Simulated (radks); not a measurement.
Cs2+, 53 electrons, occupied as [Kr] 4d9 5s2 5p5 6p1 (not the ground configuration). Method: scalar-relativistic Kohn-Sham, Wu-Cohen GGA, spin-unpolarised, spherical densities, point nucleus; computed with a radial shooting solver on a logarithmic mesh with Libxc functionals.

Radial electron density D(r) = 4 pi r^2 rho(r):

| r (bohr) | D(r) (e/bohr) |
|---|---|
| 0.003095 | 14.15 |
| 0.004194 | 21.88 |
| 0.00573 | 32.71 |
| 0.007765 | 45.65 |
| 0.01052 | 58.99 |
| 0.01438 | 69.19 |
| 0.01949 | 71.69 |
| 0.02641 | 66.86 |
| 0.03579 | 62.80 |
| 0.04889 | 71.18 |
| 0.06627 | 88.45 |
| 0.08981 | 91.85 |
| 0.1227 | 73.92 |
| 0.1663 | 68.42 |
| 0.2254 | 79.41 |
| 0.3054 | 61.63 |
| 0.4172 | 30.12 |
| 0.5655 | 29.31 |
| 0.7664 | 27.08 |
| 1.047 | 12.93 |
| 1.419 | 7.270 |
| 1.923 | 4.711 |
| 2.606 | 1.590 |
| 3.561 | 0.4395 |
| 4.826 | 0.2976 |
| 6.54 | 0.08890 |
| 8.934 | 0.006754 |

D(r) has 4 maxima, at r = 0.0183, 0.0803, 0.231, 0.643 bohr, and minima at 0.0352, 0.151, 0.478 bohr, inside which lie 1.97, 11.13, 28.98 electrons.
